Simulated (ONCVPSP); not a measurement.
**gallium (Ga), ONCV: configuration errors across variants**

```
Element                 : gallium (Ga)
Generator               : ONCVPSP 4.0.1
Type                    : optimised norm-conserving Vanderbilt (ONCV)
Functional              : LDA (Perdew-Wang 92)
Relativity              : scalar-relativistic
Frozen core             : [Ar]
Valence charge          : 13
Reference configuration : 3d10 4s1.5 4p1.5
Partial waves           : 4s: rc 1.80 bohr, ncon 4, nbas 7, qcut 4.3 1/bohr, 2 projectors, debl 2.2 Ha; 4p: rc 1.90 bohr, ncon 5, nbas 8, qcut 4.5 1/bohr, 2 projectors, debl 1.9 Ha; 3d: rc 0.95 bohr, ncon 3, nbas 8, qcut 15.5 1/bohr, 2 projectors, debl 2.2 Ha
Local potential         : polynomial inside 0.65 bohr (lpopt 5, dvloc0 2 Ha)
Core correction         : Teter function, fcfact 4.75, rcfact 1.45
```

All-electron excitation energies from the reference (eV): (1) 3d10 4s2 4p1 -3.264; (2) 3d10 4s2 4p0 2.619; (3) 3d10 4s1 4p0 24.117; (4) 3d10 4s0 4p3 10.283.

4 further variants failed, have other tests or another functional or relativity, and are left out.

A true bound ghost makes a file unfit for plane-wave use even where its test errors are small: the radial tests pick states by their node count and pass the ghost by.

Errors AE − PS in meV (a dash: test not solved or not reliable):

| change | (1) | (2) | (3) | (4) | bound ghosts | GHOST(+) flags above zero |
| --- | --- | --- | --- | --- | --- | --- |
| base | +0.3 | -0.7 | -5.1 | -0.7 | s | p |
| core correction Teter function, fcfact 5.75, rcfact 1.8 | -0.8 | -1.2 | -21 | -12 | s | p |
| d: rc 0.68 | +0.1 | -0.7 | -7.2 | -2.3 | s | p |
| p: qcut 5.1 | +0.3 | -0.7 | -5.1 | -0.7 | s | p |
| core correction Teter function, fcfact 4.75, rcfact 1.5 | +0.2 | -0.7 | -5.8 | -1.3 | s | p |
| d: rc 0.74 | +0.1 | -0.7 | -7.1 | -2.3 | s | p |

Problem. Give the same row for: p: qcut 2.7.

Solution. +0.3, -0.6, -4.9, -0.6; bound ghosts: s; GHOST(+) flags above zero: p.
